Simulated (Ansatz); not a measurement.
Steps of a relaxation of CCl3F3Ge, SMILES `F[C](F)(F)[Ge]([Cl])([Cl])[Cl]` with RKS PBE-D4/def2-SVP.

```sh
$ ansatz run in.yaml --threads 2 --pin off --events-out ev --progress --plain --max-ram 32768MiB --backend cpu
```

```yaml
crystal:
  periodic: [false, false, false]
  atoms:
    - {symbol: F, position_ang: [0.922600, -0.894600, 1.605800]}
    - {symbol: C, position_ang: [0.840700, -0.612100, 0.233000]}
    - {symbol: F, position_ang: [0.729400, -1.808500, -0.458100]}
    - {symbol: F, position_ang: [2.071000, 0.064300, -0.145400]}
    - {symbol: Ge, position_ang: [-0.701600, 0.479200, -0.215000]}
    - {symbol: Cl, position_ang: [-0.574900, 2.384400, 0.864200]}
    - {symbol: Cl, position_ang: [-0.723500, 0.865500, -2.325100]}
    - {symbol: Cl, position_ang: [-2.471400, -0.535300, 0.384800]}
basis:
  gaussian: {orbitals: def2-SVP}
hamiltonian: {xc: pbe, dispersion: d4}
relax: {f_tol: 0.03, max_steps: 200}
```

Positions (Å) and forces (eV/Å) along the path, 4 of 4 steps:

```xyz
8
step=1 energy=-103218.7614 eV
F     0.923   -0.895    1.606   -0.079    0.441   -2.264
C     0.841   -0.612    0.233    2.858   -1.008    0.778
F     0.729   -1.808   -0.458    0.530    1.443    0.891
F     2.071    0.064   -0.145   -2.550   -1.594    0.718
Ge   -0.702    0.479   -0.215   -0.487    1.534    0.123
Cl   -0.575    2.384    0.864   -0.013   -0.570   -0.316
Cl   -0.724    0.866   -2.325    0.012   -0.046    0.001
Cl   -2.471   -0.535    0.385   -0.270   -0.200    0.069
8
step=2 energy=-103219.0403 eV
F     0.931   -0.890    1.574   -0.149    0.219   -1.040
C     0.848   -0.624    0.233    1.903   -0.450    0.314
F     0.787   -1.808   -0.439    0.054    0.764    0.419
F     2.030    0.030   -0.139   -1.435   -0.780    0.387
Ge   -0.714    0.513   -0.205   -0.272    0.394    0.010
Cl   -0.573    2.384    0.859   -0.001   -0.125   -0.063
Cl   -0.727    0.871   -2.320   -0.007    0.013   -0.051
Cl   -2.491   -0.533    0.381   -0.094   -0.035    0.023
8
step=3 energy=-103219.1206 eV
F     0.924   -0.879    1.559    0.069   -0.027   -0.092
C     0.885   -0.631    0.235   -0.146    0.103   -0.040
F     0.808   -1.801   -0.429    0.083    0.052    0.077
F     2.016    0.006   -0.127   -0.027   -0.112    0.053
Ge   -0.723    0.517   -0.208    0.102   -0.077    0.026
Cl   -0.569    2.376    0.859   -0.012    0.048    0.018
Cl   -0.744    0.881   -2.326   -0.020    0.021   -0.048
Cl   -2.507   -0.526    0.381   -0.049   -0.008    0.006
8
step=4 energy=-103219.1224 eV
F     0.931   -0.882    1.557   -0.012    0.010    0.008
C     0.886   -0.631    0.235    0.006   -0.022    0.007
F     0.817   -1.803   -0.423   -0.011   -0.005   -0.010
F     2.021   -0.002   -0.122    0.010    0.021   -0.008
Ge   -0.720    0.515   -0.208   -0.007    0.004   -0.006
Cl   -0.575    2.380    0.856    0.003   -0.005   -0.001
Cl   -0.754    0.887   -2.328    0.002   -0.003    0.011
Cl   -2.513   -0.521    0.378    0.010    0.001   -0.001
```

It took 13 s on 2 threads of an AMD EPYC 7R13 on a shared host, with 0.26 GiB of host memory at the peak.
